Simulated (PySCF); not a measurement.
Compound: C₆H₄N₂O (charge +1 and doublet state).
Structure used (GFN2-xTB), in Å, numbered top down from 1:
```
atom  x, y, z in Å
N1    -3.4659   -0.1675   -0.2842
C2    -2.3599   -0.4480   -0.1980
C3    -0.9830   -0.7327   -0.1165
C4    -0.0342    0.1981    0.0582
C5    -0.4081    1.6525    0.0974
O6     0.3357    2.5674    0.0548
C7     1.4320   -0.0456    0.2225
C8     1.8262   -1.3733   -0.1815
N9     2.1744   -2.4053   -0.5103
H10   -0.7438   -1.7864   -0.2384
H11   -1.5144    1.7689    0.1685
H12    1.7317    0.0852    1.2729
H13    2.0049    0.6870   -0.3629
```

The hyperfine couplings belong to this conformer and change with its torsions.

Identity: `N#C[CH+][C](C=O)CC#N` [radical] (charge +1).

Method used: PySCF 2.14.0, UKS B3LYP, pcH-1 on C H N O, non-relativistic, mean-field spin-orbit, GIAO. Geometry: GFN2-xTB, one conformer, isolated ion. A GFN2-xTB geometry isn't a minimum of the functional, and hyperfine couplings can be far from their values at a DFT geometry, by a factor of two or more for some ions and for spin on atoms past the first row. The frame is twisted about the C4–C5 bond at this geometry (dihedral C3–C4–C5–H11 = 11°); couplings at other torsion angles weren't computed.

Problem. How many α and β electrons are there, and what is ⟨S²⟩ of the pure spin state?

Solution. Nα = 31, Nβ = 30 (61 in all), and S(S+1) = 0.75 for S = 1/2.

Mulliken spin populations, one withheld:

```json
{"atom": "N1", "bound to": "C2", "population": "+0.1050"}
{"atom": "C2", "bound to": "N1, C3", "population": "-0.0137"}
{"atom": "C3", "bound to": "C2, C4, H10", "population": "+0.0532"}
{"atom": "C4", "bound to": "C3, C5, C7", "population": "+0.1811"}
{"atom": "C5", "bound to": "C4, O6, H11", "population": "-0.0701"}
{"atom": "O6", "bound to": "C5", "population": "?"}
{"atom": "C7", "bound to": "C4, C8, H12, H13", "population": "+0.0144"}
{"atom": "C8", "bound to": "C7, N9", "population": "+0.0069"}
{"atom": "N9", "bound to": "C8", "population": "+0.0798"}
{"atom": "H10", "bound to": "C3", "population": "+0.0099"}
{"atom": "H11", "bound to": "C5", "population": "+0.1096"}
{"atom": "H12", "bound to": "C7", "population": "+0.0068"}
{"atom": "H13", "bound to": "C7", "population": "+0.0094"}
```

Problem. What does O6 hold?

Solution. The populations add up to Nα − Nβ = 1, and the others sum to 0.4923, so O6 holds +0.508.

Problem. How is the spin shared among the elements?

Solution. Oxygen +0.51, nitrogen +0.18, carbon +0.17, hydrogen +0.14. The positive populations sum to 1.08, the negative ones to -0.08.

Problem. The run gives ⟨S²⟩ = 0.7591. What does that say of the overlap of α and β orbitals, and of the weight of higher spin?

Solution. For a single determinant ⟨S²⟩ = S(S+1) + Nβ − Σ|⟨iα|jβ⟩|², so the squared overlaps of occupied orbitals sum to 30 − 0.0091 = 29.9909. If the quartet state (S + 1) were the only admixture, its weight would be 0.0091/(2S + 2) = 0.30 %.

Problem. What Fermi-contact NMR shifts do the couplings of N1, C2, C3, C4, C7, C8, N9 imply at 298 K (Curie law, g = gₑ)?

Solution. δ = a_FC·h·gₑ μB S(S+1)/(3 g_N μN kT), with k/h = 20836.6 MHz/K:

| nuclei | isotope | a_FC (MHz) | g_N | contact shift (ppm) |
| --- | --- | --- | --- | --- |
| N1 | 14N | 1.78 | 0.4038 | +654 |
| C2 | 13C | -4.67 | 1.4048 | -492 |
| C3 | 13C | -4.79 | 1.4048 | -505 |
| C4 | 13C | 17.55 | 1.4048 | +1850 |
| C7 | 13C | -4.43 | 1.4048 | -467 |
| C8 | 13C | -0.60 | 1.4048 | -63 |
| N9 | 14N | 1.38 | 0.4038 | +507 |

All at the stated temperature.

Examples of negative spin density at the nucleus (bohr⁻³): C5 (-0.0550), C3 (-0.0043) and C2 (-0.0042).

The SMILES `N#C[CH+][C](C=O)CC#N` draws the unpaired electron on C4, whose computed spin population is only +0.18.
